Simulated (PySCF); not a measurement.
ClFZn, singlet, at a GFN2-xTB geometry (such geometries of metal compounds can be far from the true shape); WB97X/6-31G, TDA in PySCF.

PySCF was given this input:
```python
from pyscf import gto, scf, dft, tdscf

mol = gto.M(
    atom='''
Zn    0.454175   -0.296905    0.129084
F     1.282437    0.285488   -1.263989
Cl   -1.480423    0.372809    0.441376
''',
    basis='6-31g',
    charge=0,
    spin=0,
    verbose=4,
)

mf = dft.RKS(mol)
mf.xc = 'wb97x'
mf.kernel()
td = mf.TDA()
td.nstates = 5
td.conv_tol = 1e-3
td.kernel()
td.analyze()
```

Q: Predict the main parts of the log of this PySCF run.

A: 
```
PySCF version 2.14.0

[INPUT] verbose = 4
[INPUT] num. atoms = 3
[INPUT] num. electrons = 56
[INPUT] charge = 0
[INPUT] spin (= nelec alpha-beta = 2S) = 0
[INPUT] symmetry False subgroup None
[INPUT] Mole.unit = angstrom
[INPUT] Symbol           X                Y                Z      unit          X                Y                Z       unit  Magmom
[INPUT]  1 Zn     0.454175000000  -0.296905000000   0.129084000000 AA    0.858266362624  -0.561069135014   0.243933407063 Bohr   0.0
[INPUT]  2 F      1.282437000000   0.285488000000  -1.263989000000 AA    2.423454702009   0.539494131850  -2.388593034463 Bohr   0.0
[INPUT]  3 Cl    -1.480423000000   0.372809000000   0.441376000000 AA   -2.797594018507   0.704506906773   0.834079757956 Bohr   0.0

nuclear repulsion = 238.210749682572
number of shells = 23
number of NR pGTOs = 158
number of NR cGTOs = 49
basis = 6-31g
ecp = {}

******** <class 'pyscf.dft.rks.RKS'> ********
method = RKS
initial guess = minao
damping factor = 0
level_shift factor = 0
DIIS = <class 'pyscf.scf.diis.CDIIS'>
diis_start_cycle = 1
diis_space = 8
diis_damp = 0
SCF conv_tol = 1e-09
SCF conv_tol_grad = None
SCF max_cycles = 50
direct_scf = True
direct_scf_tol = 1e-13
XC library pyscf.dft.libxc version 7.1.2
    S. Lehtola, C. Steigemann, M. J. T. Oliveira, and M. A. L. Marques,  SoftwareX 7, 1–5 (2018)
XC functionals = wb97x
    J.-D. Chai and M. Head-Gordon,  J. Chem. Phys. 128, 084106 (2008)
radial grids:
    Treutler-Ahlrichs [JCP 102, 346 (1995); DOI:10.1063/1.469408] (M4) radial grids

becke partition: Becke, JCP 88, 2547 (1988); DOI:10.1063/1.454033
pruning grids: <function nwchem_prune>
grids dens level: 3
symmetrized grids: False
atomic radii adjust function: <function treutler_atomic_radii_adjust>
small_rho_cutoff = 0
Set gradient conv threshold to 3.16228e-05
Initial guess from minao.
tot grids = 53784
init E= -2338.83332239131
  HOMO = -0.423786306531315  LUMO = -0.138975827813727  gap/eV = 7.75009
cycle= 1 E= -2339.01544458992  delta_E= -0.182  |g|= 0.694  |ddm|= 1.62
  HOMO = -0.270586885685698  LUMO = -0.0528851242259636  gap/eV = 5.92397
cycle= 2 E= -2338.97576064668  delta_E= 0.0397  |g|= 0.966  |ddm|= 1.22
  HOMO = -0.398145468578547  LUMO = -0.0585501788659752  gap/eV = 9.24086
cycle= 3 E= -2339.12107150721  delta_E= -0.145  |g|= 0.0523  |ddm|= 0.569
  HOMO = -0.416833810092031  LUMO = -0.0532929784736953  gap/eV = 9.89245
cycle= 4 E= -2339.12208402452  delta_E= -0.00101  |g|= 0.0209  |ddm|= 0.0973
  HOMO = -0.411773657910778  LUMO = -0.0510200633639797  gap/eV = 9.81661
cycle= 5 E= -2339.12227610362  delta_E= -0.000192  |g|= 0.00449  |ddm|= 0.0353
  HOMO = -0.412140508616648  LUMO = -0.0509704877797419  gap/eV = 9.82794
cycle= 6 E= -2339.12229643283  delta_E= -2.03e-05  |g|= 0.00362  |ddm|= 0.0123
  HOMO = -0.41229737255234  LUMO = -0.0511398097337299  gap/eV = 9.82760
cycle= 7 E= -2339.12230020841  delta_E= -3.78e-06  |g|= 0.00081  |ddm|= 0.00422
  HOMO = -0.412325608584839  LUMO = -0.0512362673186  gap/eV = 9.82574
cycle= 8 E= -2339.12230121631  delta_E= -1.01e-06  |g|= 0.000199  |ddm|= 0.00346
  HOMO = -0.412337064010126  LUMO = -0.0512320490745792  gap/eV = 9.82617
cycle= 9 E= -2339.12230127145  delta_E= -5.51e-08  |g|= 3.53e-05  |ddm|= 0.000873
  HOMO = -0.412340458148731  LUMO = -0.0512330970841615  gap/eV = 9.82623
cycle= 10 E= -2339.12230127364  delta_E= -2.2e-09  |g|= 9.89e-06  |ddm|= 0.000161
  HOMO = -0.41234057853676  LUMO = -0.0512326678784798  gap/eV = 9.82625
cycle= 11 E= -2339.12230127383  delta_E= -1.9e-10  |g|= 2.25e-06  |ddm|= 4.58e-05
  HOMO = -0.412340260978713  LUMO = -0.0512325840549335  gap/eV = 9.82624
Extra cycle  E= -2339.12230127385  delta_E= -1.36e-11  |g|= 1.3e-06  |ddm|= 5.68e-06
converged SCF energy = -2339.12230127385

******** <class 'pyscf.tdscf.rks.TDA'> for <class 'pyscf.dft.rks.RKS'> ********
nstates = 5 singlet
deg_eia_thresh = 1.000e-03
wfnsym = None
conv_tol = 0.001
eigh lindep = 1e-12
eigh level_shift = 0
eigh max_cycle = 100

Excitation energies (eV)
[4.46598728 4.73356572 5.46032621 5.52980362 6.29735415]

** Singlet excitation energies and oscillator strengths **
Excited State   1:      4.46599 eV    277.62 nm  f=0.0024
      26 -> 29        0.16477
      28 -> 29       -0.67423
Excited State   2:      4.73357 eV    261.93 nm  f=0.0036
      25 -> 29       -0.12299
      27 -> 29        0.68513
Excited State   3:      5.46033 eV    227.06 nm  f=0.1111
      23 -> 29        0.14894
      24 -> 29       -0.24088
      26 -> 29        0.60436
      28 -> 29        0.17021
Excited State   4:      5.52980 eV    224.21 nm  f=0.0339
      25 -> 29       -0.68212
      27 -> 29       -0.12674
Excited State   5:      6.29735 eV    196.88 nm  f=0.0388
      18 -> 29        0.10101
      24 -> 29       -0.61728
      25 -> 30       -0.12003
      26 -> 29       -0.21436
      27 -> 30        0.14564

** Transition electric dipole moments (AU) **
state          X           Y           Z        Dip. S.      Osc.
  1         0.0506      0.0626     -0.1243      0.0219      0.0024
  2         0.0617      0.1348      0.0930      0.0306      0.0036
  3         0.6065     -0.5520      0.3976      0.8307      0.1111
  4        -0.1764     -0.3853     -0.2660      0.2503      0.0339
  5        -0.3738     -0.0567      0.3300      0.2518      0.0388

** Transition velocity dipole moments (imaginary part, AU) **
state          X           Y           Z        Dip. S.      Osc.
  1         0.0210      0.0133     -0.0332      0.0017      0.0070
  2         0.0121      0.0265      0.0183      0.0012      0.0045
  3         0.0730     -0.0638      0.0440      0.0113      0.0376
  4        -0.0284     -0.0621     -0.0428      0.0065      0.0213
  5        -0.0392     -0.0099      0.0404      0.0033      0.0094

** Transition magnetic dipole moments (imaginary part, AU) **
state          X           Y           Z
  1        -0.0924     -0.2018     -0.1393
  2         0.1163     -0.1197      0.0963
  3        -0.0560     -0.1225     -0.0845
  4        -0.0198     -0.0762      0.1236
  5         0.2180      0.4763      0.3287
```
